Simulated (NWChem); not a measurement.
System: AlHSeF2; SMILES [F][Al]([F])[SeH]

Input file for NWChem:

```
start job
memory heap 200 mb stack 900 mb global 1100 mb
geometry units angstroms noautoz
  Al     0.002154    -0.986196     0.000000
  F     -1.397312    -1.865265     0.000000
  F      1.446924    -1.791608     0.000000
  Se    -0.073422     1.295825     0.000000
  H      1.397928     1.350312     0.000000
end
basis spherical
  Al library def2-svp
  F library def2-svp
  Se library def2-svp
  H library def2-svp
end
dft
  xc m06-l
  grid xcoarse
  iterations 150
  mulliken
end
task dft gradient
```

Excerpt of the output:

```
             Northwest Computational Chemistry Package (NWChem) 7.3.0
             --------------------------------------------------------

 CS  symmetry detected

                             Geometry "geometry" -> ""
                             -------------------------

 Output coordinates in angstroms (scale by  1.889725989 to convert to a.u.)

  No.       Tag          Charge          X              Y              Z
 ---- ---------------- ---------- -------------- -------------- --------------
    1 Al                  13.0000    -0.01299038    -0.98126892     0.00000000
    2 F                    9.0000    -1.43404882    -1.82498706     0.00000000
    3 F                    9.0000     1.41113980    -1.82263810     0.00000000
    4 Se                  34.0000    -0.03134850     1.30192940     0.00000000
    5 H                    1.0000     1.44090492     1.31952293     0.00000000

 Effective nuclear repulsion energy (a.u.)     304.0800060375

      Symmetry information
      --------------------

 Group name             Cs
 Group number              2
 Group order               2
 No. of unique centers     5

                                 NWChem DFT Module
                                 -----------------

 Summary of "ao basis" -> "ao basis" (spherical)
 ------------------------------------------------------------------------------
       Tag                 Description            Shells   Functions and Types
 ---------------- ------------------------------  ------  ---------------------
 Al                         def2-svp                 8       18   4s3p1d
 F                          def2-svp                 6       14   3s2p1d
 Se                         def2-svp                12       32   5s4p3d
 H                          def2-svp                 3        5   2s1p

      Symmetry analysis of basis
      --------------------------

        a'         59
        a"         24

            General Information
            -------------------
          SCF calculation type: DFT
          Wavefunction type:  closed shell.
          No. of atoms     :     5
          No. of electrons :    66
           Alpha electrons :    33
            Beta electrons :    33
          Charge           :     0
          Spin multiplicity:     1
          Use of symmetry is: on ; symmetry adaption is: on
          Maximum number of iterations: 150
          AO basis - number of functions:    83
                     number of shells:    35
          Convergence on energy requested:  1.00D-06
          Convergence on density requested:  1.00D-05
          Convergence on gradient requested:  5.00D-04

              XC Information
              --------------
                        M06-L Method XC Functional
                         M06-L Exchange Functional  1.000
                       M06-L Correlation Potential  1.000

             Grid Information
             ----------------
          Grid used for XC integration:  xcoarse
          Radial quadrature: Mura-Knowles
          Angular quadrature: Lebedev.
          Tag              B.-S. Rad. Rad. Pts. Rad. Cut. Ang. Pts.
          ---              ---------- --------- --------- ---------
          Al                  1.25       42           8.0       194
          F                   0.50       21          10.0       194
          Se                  1.15       75           8.0       194
          H                   0.35       21           9.0       194
          Grid pruning is: on
          Number of quadrature shells:   180
          Spatial weights used:  Erf1

      Superposition of Atomic Density Guess
      -------------------------------------

 Sum of atomic energies:       -2840.38750420

      Non-variational initial energy
      ------------------------------

 Total energy =   -2840.808762
 1-e energy   =   -4564.436285
 2-e energy   =    1419.547517
 HOMO         =      -0.312878
 LUMO         =      -0.036490

      Symmetry analysis of molecular orbitals - initial
      -------------------------------------------------

  Numbering of irreducible representations:

     1 a'          2 a"

  Orbital symmetries:

     1 a'          2 a'          3 a'          4 a'          5 a'
     6 a"          7 a'          8 a'          9 a'         10 a'
    11 a'         12 a"         13 a'         14 a'         15 a'
    16 a"         17 a'         18 a'         19 a"         20 a"
    21 a'         22 a'         23 a'         24 a'         25 a'
    26 a'         27 a'         28 a"         29 a"         30 a'
    31 a'         32 a'         33 a"         34 a'         35 a"
    36 a'         37 a'         38 a'         39 a'         40 a'
    41 a"         42 a'         43 a'

     ---------------------------------------------
      Total Density - Mulliken Population Analysis
     ---------------------------------------------

    Atom       Charge   Shell Charges
 -----------   ------   -------------------------------------------------------
    1 Al  13    11.46   2.00  1.99  0.60  0.09  5.93  0.45  0.20  0.20
    2 F    9     9.67   1.99  1.15  0.79  3.56  2.17  0.00
    3 F    9     9.67   1.99  1.15  0.79  3.56  2.17  0.00
    4 Se  34    34.40   2.00  2.00  2.00  1.32  0.54  6.00  5.98  1.94  2.60  8.20  1.76  0.07
    5 H    1     0.80   0.56  0.22  0.02

   convergence    iter        energy       DeltaE   RMS-Dens  Diis-err
 ---------------- ----- ----------------- --------- --------- ---------
 d= 0,ls=0.0,diis     1  -2843.7579534390 -3.15D+03  2.04D-02  9.03D-01
 d= 0,ls=0.0,diis     2  -2843.5445291742  2.13D-01  1.23D-02  3.67D+00
 d= 0,ls=0.0,diis     3  -2843.8668493197 -3.22D-01  1.72D-03  1.29D-02
 d= 0,ls=0.0,diis     4  -2843.8676076622 -7.58D-04  9.97D-04  6.05D-03
 d= 0,ls=0.0,diis     5  -2843.8650656795  2.54D-03  4.51D-04  1.53D-03
  Resetting Diis
 d= 0,ls=0.0,diis     6  -2843.8654346275 -3.69D-04  5.25D-04  6.08D-04
 d= 0,ls=0.0,diis     7  -2843.8656477049 -2.13D-04  4.98D-04  1.90D-04
 d= 0,ls=0.0,diis     8  -2843.8656939394 -4.62D-05  1.76D-04  1.82D-04
 d= 0,ls=0.0,diis     9  -2843.8657148582 -2.09D-05  3.62D-05  1.48D-05
 d= 0,ls=0.0,diis    10  -2843.8657159093 -1.05D-06  1.52D-05  3.50D-06
 d= 0,ls=0.0,diis    11  -2843.8657162124 -3.03D-07  4.54D-06  2.59D-07

         Total DFT energy =    -2843.865716212435
      One electron energy =    -4567.024526742833
           Coulomb energy =     1546.341805315428
    Exchange-Corr. energy =     -127.263000822522
 Nuclear repulsion energy =      304.080006037491

 Numeric. integr. density =       66.002593521842

                  Occupations of the irreducible representations
                  ----------------------------------------------

                     irrep           alpha         beta
                     --------     --------     --------
                     a'               25.0         25.0
                     a"                8.0          8.0

                       DFT Final Molecular Orbital Analysis
                       ------------------------------------

 Vector   31  Occ=2.000000D+00  E=-3.514741D-01  Symmetry=a'
              MO Center= -2.7D-01, -1.6D+00,  1.3D-13, r^2= 3.0D+00
   Bfn.  Coefficient  Atom+Function         Bfn.  Coefficient  Atom+Function
  ----- ------------  ---------------      ----- ------------  ---------------
    23      0.412942  2 F  py                26     -0.301532  2 F  py
    37     -0.288575  3 F  py                22     -0.277029  2 F  px
    36     -0.270998  3 F  px                40      0.220126  3 F  py
    25      0.191800  2 F  px                39      0.183758  3 F  px
    79     -0.110814  5 H  s                 58     -0.097982  4 Se px

 Vector   32  Occ=2.000000D+00  E=-3.085728D-01  Symmetry=a'
              MO Center=  2.1D-02,  8.0D-01,  4.3D-15, r^2= 3.0D+00
   Bfn.  Coefficient  Atom+Function         Bfn.  Coefficient  Atom+Function
  ----- ------------  ---------------      ----- ------------  ---------------
    62      0.432482  4 Se py                59      0.401092  4 Se py
    56     -0.258544  4 Se py                50      0.235651  4 Se s
    37     -0.204279  3 F  py                 3     -0.202557  1 Al s
     9     -0.166369  1 Al py                49     -0.148225  4 Se s
    23     -0.138269  2 F  py                40      0.136065  3 F  py

 Vector   33  Occ=2.000000D+00  E=-2.514926D-01  Symmetry=a"
              MO Center= -8.7D-03,  1.1D+00, -7.5D-13, r^2= 2.0D+00
   Bfn.  Coefficient  Atom+Function         Bfn.  Coefficient  Atom+Function
  ----- ------------  ---------------      ----- ------------  ---------------
    63      0.592308  4 Se pz                60      0.480952  4 Se pz
    57     -0.307783  4 Se pz                54      0.099892  4 Se pz
    10      0.091099  1 Al pz                13      0.068225  1 Al pz
    15      0.064618  1 Al d -1              24      0.058838  2 F  pz
    38      0.058678  3 F  pz                 7     -0.048349  1 Al pz

[...]

                         DFT ENERGY GRADIENTS

    atom               coordinates                        gradient
                 x          y          z           x          y          z
   1 Al     -0.024548  -1.854329   0.000000    0.000093   0.000568   0.000000
   2 F      -2.709959  -3.448725   0.000000   -0.001132  -0.000688   0.000000
   3 F       2.666668  -3.444287   0.000000    0.001257  -0.000627   0.000000
   4 Se     -0.059240   2.460290   0.000000   -0.009242   0.000512   0.000000
   5 H       2.722915   2.493537   0.000000    0.009024   0.000234   0.000000
```

Level: M06-L/def2-SVP. Geometry: optimised at PBE0/def2-SVP.
